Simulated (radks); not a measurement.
Values are calculated unless marked as measured or tabulated.
Radial electron density D(r) = 4 pi r^2 rho(r) of an atom or ion with 20 electrons. Code: a radial shooting solver on a logarithmic mesh with Libxc functionals. Model: scalar-relativistic Kohn-Sham, r2SCAN, spin-polarised, spherical densities, finite nucleus; meta-GGA in the generalised Kohn-Sham scheme; Fermi nuclear charge, rms radius of each element as measured or else 0.836 A^(1/3) + 0.57 fm.

| r (bohr) | D(r) (e/bohr) | spin D(r) |
|---|---|---|
| 0.006908 | 3.336 | -0.000196 |
| 0.008852 | 4.997 | -0.000294 |
| 0.01134 | 7.309 | -0.000431 |
| 0.01442 | 10.26 | -0.000607 |
| 0.01848 | 14.01 | -0.000836 |
| 0.02368 | 18.23 | -0.00111 |
| 0.03035 | 22.29 | -0.00142 |
| 0.03858 | 25.19 | -0.00178 |
| 0.04943 | 26.14 | -0.00228 |
| 0.06335 | 24.63 | -0.00311 |
| 0.08118 | 21.64 | -0.00451 |
| 0.1032 | 19.59 | -0.00607 |
| 0.1322 | 20.65 | -0.00527 |
| 0.1695 | 24.74 | 0.00631 |
| 0.2172 | 27.97 | 0.0455 |
| 0.2761 | 25.90 | 0.133 |
| 0.3538 | 18.21 | 0.299 |
| 0.4533 | 10.39 | 0.554 |
| 0.5763 | 7.888 | 0.866 |
| 0.7385 | 9.566 | 1.19 |
| 0.9464 | 10.20 | 1.34 |
| 1.213 | 7.543 | 1.24 |
| 1.542 | 3.938 | 0.941 |
| 1.976 | 1.438 | 0.564 |
| 2.532 | 0.4063 | 0.258 |
| 3.244 | 0.09675 | 0.0837 |
| 4.124 | 0.01864 | 0.0181 |
| 5.285 | 0.002040 | 0.00203 |

What is the nuclear charge?

Answer. Z = 22. The innermost maximum, from 1s, lies near gamma/Z bohr with gamma = sqrt(1 - (Z/c)^2) = 0.987, here 0.0449 bohr (found: 0.0479), and its height grows with Z. The density is that of the titanium ion Ti2+ in [Ar] 3d2; the configuration itself is not fixed sharply by these data, and Z only to about a unit. D(r) has 3 maxima, at r = 0.0479, 0.226, 0.881 bohr, and minima at 0.109, 0.567 bohr, inside which lie 2.14, 10.42 electrons.
